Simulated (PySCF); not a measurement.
# Dipole moment and polarisability of Si(vinyl)3(OEt)

Si(vinyl)3(OEt), C8H14OSi.
Cartesian coordinates in Å at the PBE0-D3(BJ)/def2-SVP level; atoms count from 1:
```xyz
24
C8H14OSi angstrom
Si     0.390    0.265    0.352
C      0.580   -0.005    2.185
C      0.100    0.842    3.103
H      1.106   -0.905    2.530
H     -0.443    1.750    2.814
H      0.216    0.669    4.178
C      2.069    0.247   -0.476
C      3.224    0.273    0.199
H      2.121    0.242   -1.574
H      3.248    0.289    1.295
H      4.198    0.285   -0.303
C     -0.479    1.883   -0.009
C     -1.773    1.936   -0.349
H      0.084    2.825    0.048
H     -2.376    1.023   -0.422
H     -2.287    2.879   -0.567
O     -0.561   -0.983   -0.228
C     -0.691   -1.337   -1.582
C     -1.845   -2.299   -1.743
H     -0.860   -0.439   -2.209
H      0.244   -1.805   -1.944
H     -1.958   -2.603   -2.795
H     -1.680   -3.199   -1.132
H     -2.785   -1.833   -1.411
```

Level: B3LYP/def2-SVPD (PySCF), static field, nuclei fixed, core orbitals frozen in the response. The polarisability tensor in these axes (au):

```
x   140.50  -4.88   9.35
y    -4.88 113.00   9.64
z     9.35   9.64 127.55
```

Question: Give the principal values, the mean and the anisotropy Δα = √{½[(α1 − α2)² + (α2 − α3)² + (α1 − α3)²]}.

Answer: Principal values 106.00, 129.66 and 145.40 au; mean 127.02 au = 18.82 Å³ = 20.94 × 10⁻⁴⁰ C²·m²/J; Δα = 34.36 au (27 % of the mean).

Question: What is the dipole moment, and where does it point?

Answer: (0.41, 0.56, -0.55) D, 0.88 D in size, pointing from the negative to the positive side. Measured along this direction, the outermost atoms are H6 and H23 at the negative end and H11 at the positive end.

Question: Along which axes do the principal values lie, and how far do the nuclei extend along each?

Answer: Largest value along (0.88, 0.01, 0.47), where the nuclei span 6.71 Å; middle along (-0.39, 0.54, 0.74), 6.09 Å; least along (0.25, 0.84, -0.48), 4.92 Å. The response follows the extents in order.

Question: Traceless (Buckingham) quadrupole moment about the centre of nuclear charge: eigenvalues?

Answer: -5.44, 1.15, 4.29 D·Å. The values depend on the origin, since the dipole doesn't vanish. The electronic extent ⟨r²⟩ about the same centre is 2019 bohr², a root-mean-square distance of 2.59 Å for the 84 electrons.

Question: Refractivity n − 1 of an ideal gas of it at 350 K and 1 atm, from the electronic α?

Answer: N = p/kT = 2.0968 × 10¹⁹ cm⁻³, so n − 1 = 2π × N × 18.82 × 10⁻²⁴ cm³ = 2480 × 10⁻⁶ at long wavelengths.

Question: What depolarisation ratio follows for Rayleigh scattering of linearly polarised light, taking the static tensor?

Answer: ρ = 3Δα²/(45ᾱ² + 4Δα²) = 3541.1/(726009 + 4721.4) = 0.00485.

Question: Molar refractivity from α?

Answer: Lorentz–Lorenz: R = (4π/3)N_A α = 2.5225 cm³/(mol·Å³) × 18.82 Å³ = 47.5 cm³/mol, in the limit of long wavelengths.

Geometry: PBE0-D3(BJ)/def2-SVP, one conformer, isolated molecule.

These values come from a run that also computed excited states. The run took 68 s wall, 2.6 min CPU (grids of density and orbitals included) on 2 threads of an Intel Xeon at 2.80 GHz (shared host), and the process peaked at 2.0 GiB of memory.
